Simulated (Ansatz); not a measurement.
Reaction (redistribution): `F[SiH2]C[SiH2]F` + `[OH][SnH]([OH])[Cl]` → `[OH][SnH]([Cl])[SiH2]F` + `OC[SiH2]F`

Gas-phase electronic energies from Ansatz, PBE0-D4/def2-TZVP geometries. CCSD(T)/CBS is the MP2 limit (def2-TZVPP, def2-QZVPP) plus CCSD(T) − MP2 in def2-TZVPP, frozen cores. Functionals use def2-TZVPP. B3LYP here is the variant with VWN-RPA as its local correlation; programs differ in this. def2 core potentials past Kr. For Sn outer-core shells are correlated without core-valence functions, which leaves a few kJ/mol of doubt a bond. One conformer a species, not always the lowest.

Question: Is it downhill or uphill in electronic energy at CCSD(T)/CBS, and by how much? (Best estimate.)

Answer: Ansatz gave: Uphill: ΔE = +1.52 eV.

Question: What do these levels give: PBE0-D4, B3LYP-D4, ωB97M-V, PBE, r2SCAN, PBE0, B3LYP, MP2/def2-TZVPP, SCS-MP2/def2-TZVPP, CCSD/def2-TZVPP, CCSD(T)/def2-TZVPP, MP2/def2-QZVPP? (Estimate.)

Answer: Ansatz gave: PBE0-D4 1.32, B3LYP-D4 1.33, ωB97M-V 1.46, PBE 1.25, r2SCAN 1.44, PBE0 1.32, B3LYP 1.32, MP2/def2-TZVPP 1.62, SCS-MP2/def2-TZVPP 1.57, CCSD/def2-TZVPP 1.49, CCSD(T)/def2-TZVPP 1.51, MP2/def2-QZVPP 1.64 eV.

Largest T1 diagnostic among the species: 0.013.

From PBE to PBE0 (25 % exact exchange), in def2-TZVPP and without D4, ΔE moves by +0.07 eV. In def2-TZVPP, CCSD(T) changes the Hartree–Fock value by +0.04 eV (the triples alone add +0.01 eV) and MP2 by +0.15 eV.
